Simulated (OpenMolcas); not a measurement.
## neutral terbium: from CASSCF to CASPT2

```
Program             : OpenMolcas
Basis               : ANO-RCC-VQZP [9s8p6d4f3g2h]
Scalar Hamiltonian  : DKH2, point nucleus
Active space        : 9 electrons in 7 orbitals (4f)
State averaging     : 2S+1 = 6 odd, 21 roots; 2S+1 = 4 odd, 224 roots (115 in the spin-orbit step); 2S+1 = 2 odd, 82 roots kept (CI in the orbitals of an earlier block)
Spin-orbit coupling : RASSI with atomic mean-field integrals over the reference wave functions, term energies averaged over their components
```

Methods on the same reference wave functions:
A. CASSCF
B. SS-CASPT2, IPEA 0.25 Eh, imaginary shift 0.1 Eh (closed shells correlated: 5s 5p 6s)
C. MS-CASPT2, IPEA 0.25 Eh, imaginary shift 0.1 Eh (closed shells correlated: 5s 5p 6s)

Energies in eV above 4f⁹ 6s² ⁶H°_15/2, the measured ground level; measured values from NIST Handbook of Basic Atomic Spectroscopic Data.

| Level | A | B | C | Measured |
| --- | --- | --- | --- | --- |
| 4f⁹ 6s² ⁶H°_15/2 | 0.0000 | 0.0000 | 0.0000 | 0.0000 |
| 4f⁹ 6s² ⁶H°_13/2 | 0.3569 | 0.364 | 0.364 | 0.3436 |
| 4f⁹ 6s² ⁶H°_11/2 | 0.6200 | 0.620 | 0.620 | 0.5791 |
| 4f⁹ 6s² ⁶H°_9/2 | 0.8234 | 0.819 | 0.819 | 0.7656 |
| 4f⁹ 6s² ⁶H°_7/2 | 0.9817 | 0.974 | 0.974 |  |
| 4f⁹ 6s² ⁶F°_11/2 | 1.0867 | 0.824 | 0.824 |  |
| 4f⁹ 6s² ⁶H°_5/2 | 1.1022 | 1.093 | 1.093 |  |
| 4f⁹ 6s² ⁶F°_9/2 | 1.2476 | 0.975 | 0.975 |  |
| 4f⁹ 6s² ⁶F°_7/2 | 1.4394 | 1.169 | 1.169 |  |
| 4f⁹ 6s² ⁶F°_5/2 | 1.5900 | 1.319 | 1.319 |  |
| 4f⁹ 6s² ⁶F°_3/2 | 1.6841 | 1.406 | 1.406 |  |
| 4f⁹ 6s² ⁶F°_1/2 | 1.7351 | 1.453 | 1.453 |  |
| 4f⁹ 6s² ⁴F°_9/2(1) [73 %] | 2.8128 | 2.395 | 2.395 |  |
| 4f⁹ 6s² ⁴I°_15/2 [63 %] | 2.8311 | 2.521 | 2.521 |  |
| 4f⁹ 6s² ⁴M°_21/2 | 3.0704 | 2.971 | 2.971 |  |
| 4f⁹ 6s² ⁴G°_11/2(1) | 3.0825 | 2.638 | 2.638 |  |
| 4f⁹ 6s² ⁴I°_13/2 | 3.1996 | 2.871 | 2.871 |  |
| 4f⁹ 6s² ⁴M°_19/2 [62 %] | 3.2351 | 3.082 | 3.082 |  |
| 4f⁹ 6s² ⁴F°_7/2(1) [65 %] | 3.2860 | 2.849 | 2.849 |  |
| 4f⁹ 6s² ⁴I°_11/2 | 3.5053 | 3.169 | 3.169 |  |
| 4f⁹ 6s² ⁴M°_17/2 [51 %] | 3.6287 | 3.450 | 3.450 |  |
| 4f⁹ 6s² ⁴L°_19/2 [60 %] | 3.8499 | 3.620 | 3.620 |  |
| 4f⁹ 6s² ⁴K°_15/2 [62 %] | 3.8814 | 3.616 | 3.616 |  |

Deviations, from unrounded energies. A percentage is the sum of absolute deviations over the sum of measured energies, with the sign that they share, or ± where signs differ.

| Against measurement | Levels | A | B | C |
| --- | --- | --- | --- | --- |
| mean absolute deviation (cm-1) | 3 | 300 | 310 | 310 |
| fine structure of the ground term (%) | 3 | +6.6 | +6.8 | +6.8 |

A, B, C lie about equally close to measurement. The largest miss of A in the table is 4f⁹ 6s² ⁶H°_9/2, by +470 cm-1. The ranking rests on the paired levels alone, and a cruder setting can come out closer through cancelling errors.

Between B and C no level of the table moves by more than 5 cm-1.

The two smallest mean deviations differ by little beside CASPT2's spread within terms, so their order carries little weight.

From A to B the spin-free energies of the other terms of 4f⁹ 6s² shown, above ⁶H°, scale by factors of 0.68 to 0.96.

The lowest spin-free term lies below A's lowest term by 0.904 hartree in B, 0.904 hartree in C.

CASPT2 does not keep the components of a term degenerate, so their means are used; among the terms shown or strongly mixed into the levels shown the widest spread is 390 cm-1 (4f⁹ 6s² ⁶H°, C). High states are left out of the spin-orbit mixing, which shifts the levels that they would mix with. With the s shell closed, the reference lacks s² → p² mixing. Without dynamic correlation excited terms often stand tens of per cent too high (terms of higher spin than the ground term too low), and those without a measured partner can miss by more than the paired ones (holds for A). Blocks of more than 70 roots (2S+1 = 4 odd, 2 odd) ran without multistate coupling (holds for C). Measured partners are found by configuration, term and J. A level has none where our copy of the source lacks it or the pairing is in doubt (some pairs that miss far off the trend of their configuration count as doubtful), and it then counts in no deviation. Only configurations of the active space appear. Levels that lie high or do not pair safely by name in every column are left out.

A share in square brackets marks a mixed level and gives the weight of the term that names it, the lowest over the columns. A number in round brackets counts repeated terms of one configuration in the order of the reference energies. ° marks odd parity.
